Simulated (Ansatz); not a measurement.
Reaction (ligand exchange at the Si–S bond): `O[SiH2]S[SiH2]Cl` + `BN[SiH2][SiH3]` → `BN([SiH2][SiH3])[SiH2]Cl` + `O[SiH2]S`

Isolated molecules relaxed with PBE0-D4/def2-TZVP in Ansatz; ΔE leaves out vibrations. CBS: MP2 limit from def2 TZ/QZ plus the TZ coupled-cluster correction, frozen cores. DFT in def2-TZVPP. Each species was taken in one conformer, which may not be the lowest.

```json
{"level": "r2SCAN-D4", "ΔE (kJ/mol)": "18.7"}
{"level": "PBE0-D4", "ΔE (kJ/mol)": "19.8"}
{"level": "CCSD/def2-TZVPP", "ΔE (kJ/mol)": "6.8"}
{"level": "CCSD/CBS(def2)", "ΔE (kJ/mol)": "10.5"}
```

(1) What does CCSD(T)/CBS give? (An estimate is asked.)

Largest T1 diagnostic among the species: 0.013.

Results:

(1) Computed: +11.3 kJ/mol. The listed levels differ from it by 7.4, 8.5, -4.5, -0.8 kJ/mol.

From PBE to PBE0 (25 % exact exchange), in def2-TZVPP and without D4, ΔE moves by −3.0 kJ/mol. The D4 term adds −4.6 kJ/mol with B3LYP and −2.9 kJ/mol with PBE0; it sums over pairs of atoms, weighted by their polarisabilities, and B3LYP, whose exchange is more repulsive, gets the larger term.

B3LYP here is the variant with VWN-RPA as its local correlation; programs differ in this.
